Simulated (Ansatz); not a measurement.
BClH$_{8}$Si$_{3}$ (`B[SiH2][SiH2][SiH2]Cl`). The species carries charge 0 and has multiplicity 1. Geometry: relaxed with PBE0-D4/def2-TZVP. It is one conformer, not always the lowest.

```xyz
13

B    -0.069    1.702   -0.789
Si    1.491    0.724    0.034
Si    0.499   -1.118    1.099
Si   -1.489   -1.205   -0.137
Cl   -1.134    0.169   -1.742
H    -0.888    2.106   -0.008
H     0.142    2.396   -1.744
H     2.241    1.511    1.055
H     2.481    0.160   -0.930
H     1.166   -2.444    0.991
H     0.100   -0.893    2.515
H    -1.839   -2.449   -0.866
H    -2.701   -0.661    0.521
```

Q: What is the dipole moment at ωB97M-V/def2-TZVPP? (An estimate is asked.)

A: Ansatz gave: 2.51 D, with components (-1.10, -2.22, 0.43) D in this frame, pointing from negative to positive charge.

Q: And with PBE, r2SCAN, B3LYP? (Best estimate.)

A: Computed: PBE 2.43 D, r2SCAN 2.47 D, B3LYP 2.49 D.

Q: Give the Mulliken charges with ωB97M-V, PBE, r2SCAN in def2-TZVPP. (An estimate is asked.)

A: Ansatz gave: 
| atom | ωB97M-V | PBE | r2SCAN |
| --- | --- | --- | --- |
| B1 | -0.35 | -0.19 | -0.14 |
| Si2 | 0.02 | 0.06 | 0.13 |
| Si3 | 0.01 | 0.06 | 0.10 |
| Si4 | 0.18 | 0.23 | 0.30 |
| Cl5 | -0.02 | -0.01 | -0.06 |
| H6 | 0.10 | 0.04 | 0.01 |
| H7 | 0.11 | 0.04 | 0.02 |
| H8 | -0.03 | -0.06 | -0.08 |
| H9 | -0.02 | -0.06 | -0.07 |
| H10 | -0.01 | -0.04 | -0.06 |
| H11 | 0.00 | -0.04 | -0.06 |
| H12 | 0.01 | -0.03 | -0.05 |
| H13 | 0.01 | -0.02 | -0.04 |

B3LYP here is the variant with VWN-RPA as its local correlation; programs differ in this.
